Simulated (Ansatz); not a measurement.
Gas-phase electronic energies from Ansatz, PBE0-D4/def2-TZVP geometries. CCSD(T)/CBS is the MP2 limit (def2-TZVPP, def2-QZVPP) plus CCSD(T) − MP2 in def2-TZVPP, frozen cores. DFT in def2-TZVPP. Open shells (•) are unrestricted, without spin–orbit coupling. Each species was taken in one conformer, which may not be the lowest.

Consider the homolysis of the C–N bond: `CC(=O)N[SiH2]Cl` → `C[C]=O`• + `[NH][SiH2]Cl`•.

| level | ΔE (kJ/mol) |
| --- | --- |
| r2SCAN-D4 | 440.7 |
| PBE0-D4 | 458.0 |
| PBE | 443.8 |
| r2SCAN | 437.5 |
| MP2/def2-TZVPP | 485.8 |
| HF/def2-QZVPP | 329.0 |
| MP2/def2-QZVPP | 492.2 |
| MP2/CBS(def2) | 497.5 |

(1) What does CCSD(T)/CBS give? (Best estimate.)

Largest T1 diagnostic among the species: 0.019.

Answers

(1) Computed: +463.6 kJ/mol. The listed levels differ from it by -22.9, -5.6, -19.8, -26.1, 22.2, -134.6, 28.6, 33.9 kJ/mol.

The D4 term adds +17.8 kJ/mol with B3LYP and +9.8 kJ/mol with PBE0; it sums over pairs of atoms, weighted by their polarisabilities, and B3LYP, whose exchange is more repulsive, gets the larger term. From PBE to PBE0 (25 % exact exchange), in def2-TZVPP and without D4, ΔE moves by +4.4 kJ/mol. In def2-TZVPP, CCSD(T) changes the Hartree–Fock value by +122.0 kJ/mol (the triples alone add +10.8 kJ/mol) and MP2 by +155.9 kJ/mol; breaking electron pairs costs correlation energy, which Hartree–Fock lacks.

B3LYP here is the variant with VWN-RPA as its local correlation; programs differ in this.
